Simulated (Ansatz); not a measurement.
Geometry optimisation, RKS PBE/def2-SVP (Ansatz 0.2.0).

Input file:

```yaml
crystal:
  periodic: [false, false, false]
  atoms:
    - { symbol: W, position_ang: [0.217261, 0.245004, -0.444849] }
    - { symbol: H, position_ang: [0.08929, -0.021708, 2.471046] }
    - { symbol: F, position_ang: [1.996905, -0.237621, -0.876477] }
    - { symbol: F, position_ang: [-0.287019, 2.009976, -0.915251] }
    - { symbol: F, position_ang: [-1.363443, 0.363262, 0.548176] }
    - { symbol: F, position_ang: [0.297676, -1.365917, 0.507452] }
    - { symbol: F, position_ang: [-0.005151, -0.009096, -2.287169] }
    - { symbol: Si, position_ang: [1.68348, 1.757014, 0.9294] }
    - { symbol: H, position_ang: [2.614576, 0.939908, 1.779031] }
    - { symbol: H, position_ang: [2.465725, 2.555602, -0.074205] }
    - { symbol: H, position_ang: [0.822017, 2.664293, 1.761246] }
    - { symbol: H, position_ang: [0.441783, 0.446783, 2.8925] }
basis:
  gaussian: { orbitals: def2-SVP }
hamiltonian:
  xc: pbe
relax:
  f_tol: 0.03
  max_steps: 50
```

Run as:

```bash
$ ansatz run input.yaml --threads 4 --pin off --max-ram 5120MiB --backend cpu --events-out ev --progress --plain --runs-dir out
```

Where does it end, and by what steps?

The forces met the threshold. The force dipped under the threshold on the way, but the program's further checks kept it going. After 28 steps the energy has fallen by 0.327 eV; H12 moved furthest, 1.40 Å.

```tsv
step	energy less start (eV)	largest force component (eV/Å)	accepted
0	0.0000	1.187	yes
1	-0.1581	0.316	yes
2	-0.2085	0.221	yes
3	-0.2283	0.061	yes
4	-0.2363	0.118	yes
5	-0.2396	0.057	yes
6	-0.2406	0.041	yes
7	-0.2445	0.069	yes
8	-0.2490	0.275	yes
9	-0.2557	0.217	yes
10	-0.2728	0.230	yes
11	-0.2712	0.706	no
12	-0.2897	0.200	yes
13	-0.2991	0.225	yes
14	-0.3103	0.118	yes
15	-0.3115	0.065	yes
16	-0.3140	0.113	yes
17	-0.3151	0.087	yes
18	-0.3171	0.076	yes
19	-0.3208	0.109	yes
20	-0.3217	0.136	yes
21	-0.3237	0.083	yes
22	-0.3248	0.044	yes
23	-0.3254	0.035	yes
24	-0.3259	0.031	yes
25	-0.3261	0.050	yes
26	-0.3263	0.039	yes
27	-0.3265	0.018	yes
28	-0.3265	0.028	yes
```

```xyz
12
Properties=species:S:1:pos:R:3
W 0.154 0.413 -0.477
H 0.340 -1.195 2.890
F 1.841 -0.388 -0.210
F -0.376 1.913 -1.473
F -1.103 1.121 0.723
F -0.463 -1.173 0.313
F 0.371 -0.261 -2.212
Si 1.667 2.213 0.668
H 2.101 1.610 1.974
H 2.842 2.412 -0.247
H 0.916 3.494 0.880
H 0.683 -0.811 3.462
```

Whether the end is a true minimum wasn't checked by a vibrational analysis.

The run took 24 s on 4 threads of AMD EPYC 9R45 96-Core Processor (Zen 5), with other jobs on the host, peak memory 0.23 GiB.
